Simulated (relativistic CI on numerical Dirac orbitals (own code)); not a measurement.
# Lu8+: sensitivity of the levels to the model

Base calculation: Dirac-Coulomb-Breit CI, KLI orbitals optimised for each configuration, a model potential for QED, unscaled Slater integrals.

Configurations in the expansion (outside the closed core [Kr] 4d10): 4f¹³5s²5p², 4f¹¹5s²5p⁴, 4f¹²5s²5p³, 4f¹⁴5s²5p, 4f¹³5s5p³, 4f¹³5s²5p5d, 4f¹³5p⁴, 4f¹²5s5p⁴, 4f¹²5s²5p²5d, 4f¹⁴5s²5d, 4f¹³5s²5d², 4f¹⁴5s5p², 4f¹¹5s²5p³6s, 4f¹³5s5p²5d, 4f¹³5s²5p5f, 4f¹⁴5s²6s, 4f¹²5s²5p²6s, 4f¹⁴5p³, 4f¹²5s²5p5d², 4f¹⁴5s²6p, 4f¹³5s²5p6s, 4f¹³5s²5p5g, 4f¹⁴5s5p5d, 4f¹⁴5s²5f, 4f¹³5s5p²5f, 4f¹³5s²5p6p, 4f¹³5s²5f², 4f¹⁴5s5p6s, 4f¹³5s²5d6s, 4f¹⁴5s²5g, 4f¹²5s²5p6s², 4f¹⁴5s5p6p, 4f¹³5s²5d6p, 4f¹⁴5p²5d, 4f¹³5s²6s², 4f¹⁴5s5p5f. Levels of other configurations are missing.

Variants: (1) one mean potential for all configurations. Shifts of the energy above 4f¹¹5s²5p⁴ ⁶K°19/2, in cm⁻¹, for the lowest level and the first level of each name with at least 55 % of one term (blank where a level changes its place among those of its configuration and J or its character, or is not in the variant):

| Level | Base | Δ(1) |
| --- | --- | --- |
| 4f¹¹5s²5p⁴ ⁶K°19/2 | 0.0 | 0.0 |
| 4f¹¹5s²5p⁴ ⁶H°7/2 | 25413.4 | +677.0 |
| 4f¹¹5s²5p⁴ ⁶H°5/2 | 27363.4 | -421.6 |
| 4f¹¹5s²5p⁴ ⁴L°19/2 | 46647.4 | -83.0 |

At this charge configurations can still be misplaced by up to about 7 % of their energy. Terms inside the open d or f shell come out 10 to 20 % too wide with unscaled integrals. Levels and lines within the n = 5 or 6 shells can be off by up to 10 % or somewhat more, and those that change n by about 2 %, since core polarisation is missing. Levels that differ in their count of f electrons can be misplaced by several ten thousand cm⁻¹, since the correlation energy of f electrons is missing or only estimated; rates across such gaps can be off by orders of magnitude. The computed lowest level isn't the tabulated ground level, which NIST ASD gives as 4f13 5p2 4F°7/2.

Ionisation energy from the two ground configurations alone: base 139.48 eV. The NIST ASD value (theoretical) is 159 eV. The gap of more than 2 % comes from missing correlation, or from a tabulated value that is itself an estimate.

LS names give the leading component of a level, which can be under half, so a name can repeat, a term be missing and a line seem to break the LS rules.
